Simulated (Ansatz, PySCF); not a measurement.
W(O)(S)(NH2)(OSiH3) (H5NO2SSiW), SMILES [NH2][W](=[O])(=[S])[O][SiH3], multiplicity 1. Atoms are numbered in the order given.

```xyz
11

W      0.4193     0.5872     0.3786
O      1.8040     1.5357     0.0354
S      0.8586    -0.8897     1.8907
N     -0.9359     1.7882     1.0814
H     -1.6398     1.5329     1.7714
H     -0.9169     2.7954     0.9300
O     -0.1735    -0.2753    -1.1875
Si    -0.3673    -1.4632    -2.3562
H     -1.7289    -1.3187    -2.9383
H     -0.2172    -2.7990    -1.7175
H      0.6636    -1.2752    -3.4121
```
Charge 0, spin multiplicity 1.

The structure is a stationary point at B3LYP-D3(BJ)/def2-SVP. The spin state was assumed, not searched. The structure was generated by enumeration; whether it is a known compound was not checked. The def2 effective core potentials stand for the cores of W; spin–orbit coupling is left out. The values are those of a single conformer.

Two levels are set side by side: PBE-D3(BJ)/def2-SVP (Ansatz, an electronic-structure program) and B3LYP-D3(BJ)/def2-SVP (Ansatz). Each level has its own optimised geometry; the coordinates shown are those of the second. Frequencies come from the Hessian of PySCF at each geometry. Differences are taken from unrounded values.

```json
[
 {"quantity": "mean bond length (Å)", "B3LYP-D3(BJ)": "1.588"},
 {"quantity": "bond W1–O2 (Å)", "B3LYP-D3(BJ)": "1.713"},
 {"quantity": "bond W1–S3 (Å)", "B3LYP-D3(BJ)": "2.159"},
 {"quantity": "bond W1–N4 (Å)", "B3LYP-D3(BJ)": "1.942"},
 {"quantity": "bond W1–O7 (Å)", "B3LYP-D3(BJ)": "1.884"},
 {"quantity": "bond O7–Si8 (Å)", "B3LYP-D3(BJ)": "1.678"},
 {"quantity": "bond N4–H5 (Å)", "B3LYP-D3(BJ)": "1.018"},
 {"quantity": "bond N4–H6 (Å)", "B3LYP-D3(BJ)": "1.019"},
 {"quantity": "bond Si8–H9 (Å)", "B3LYP-D3(BJ)": "1.488"},
 {"quantity": "bond Si8–H10 (Å)", "B3LYP-D3(BJ)": "1.488"},
 {"quantity": "bond Si8–H11 (Å)", "B3LYP-D3(BJ)": "1.488"},
 {"quantity": "highest harmonic wavenumber (cm⁻¹)", "B3LYP-D3(BJ)": "3635"},
 {"quantity": "mean harmonic wavenumber (cm⁻¹)", "B3LYP-D3(BJ)": "969"},
 {"quantity": "zero-point energy (kcal/mol)", "B3LYP-D3(BJ)": "37.40"}
]
```

### Question
What does PBE-D3(BJ) give, and how far is it from B3LYP-D3(BJ)? (Estimate from the structure and the level; the computed values follow.)

### Answer

```
quantity                            PBE-D3(BJ)  PBE-D3(BJ) minus B3LYP-D3(BJ)
----------------------------------  ----------  -----------------------------
mean bond length (Å)                     1.597                          0.009
bond W1–O2 (Å)                           1.724                          0.011
bond W1–S3 (Å)                           2.166                          0.008
bond W1–N4 (Å)                           1.945                          0.002
bond W1–O7 (Å)                           1.890                          0.006
bond O7–Si8 (Å)                          1.690                          0.012
bond N4–H5 (Å)                           1.025                          0.007
bond N4–H6 (Å)                           1.025                          0.007
bond Si8–H9 (Å)                          1.501                          0.013
bond Si8–H10 (Å)                         1.502                          0.013
bond Si8–H11 (Å)                         1.501                          0.013
highest harmonic wavenumber (cm⁻¹)        3568                            -67
mean harmonic wavenumber (cm⁻¹)            940                            -29
zero-point energy (kcal/mol)             36.28                          -1.12
```

GGA bonds tend to be longer and softer than those of functionals with exact exchange. Differences between two approximate levels are no errors against the true value.
